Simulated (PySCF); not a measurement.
SeCl₃, SMILES Cl[Se](Cl)Cl, multiplicity 2.

Geometry optimised at ωB97X-D3(BJ)/def2-SVP. The spin state was assumed, not searched. The isomer is the one that the SMILES or the coordinates give; other isomers of the formula were not compared.

The numbers are results of TDA-PBE/def2-SVPD run with PySCF, not measurements.

Vertical excitations. The molecule is in vacuum.

### Question
Give excitation energies, oscillator strengths and character. (An estimate is asked for; the answer gives what the named calculation found.)

### Answer

```csv
state,energy (eV),λ (nm),f,main pairs
root 1,2.07,598,0.000,α HOMO→LUMO 98 %
root 2,2.17,571,0.001,β HOMO→LUMO 97 %
root 3,2.25,552,0.000,β HOMO−1→LUMO 99 %
root 4,2.67,464,0.001,β HOMO−3→LUMO 94 %
root 5,2.74,453,0.016,"α HOMO→LUMO+1 17 %, β HOMO−2→LUMO 78 %"
root 6,3.07,404,0.008,"α HOMO−1→LUMO 6 %, β HOMO−4→LUMO 83 %"
root 7,3.26,380,0.017,"α HOMO→LUMO+1 76 %, β HOMO−2→LUMO 11 %"
root 8,3.44,361,0.000,"α HOMO−1→LUMO 50 %, β HOMO→LUMO+1 48 %"
root 9,3.52,352,0.000,"α HOMO−2→LUMO 60 %, β HOMO−1→LUMO+1 30 %, β HOMO−5→LUMO 10 %"
root 10,3.60,344,0.004,"β HOMO−5→LUMO 80 %, β HOMO−1→LUMO+1 14 %"
```
Unrestricted roots are not spin-pure.
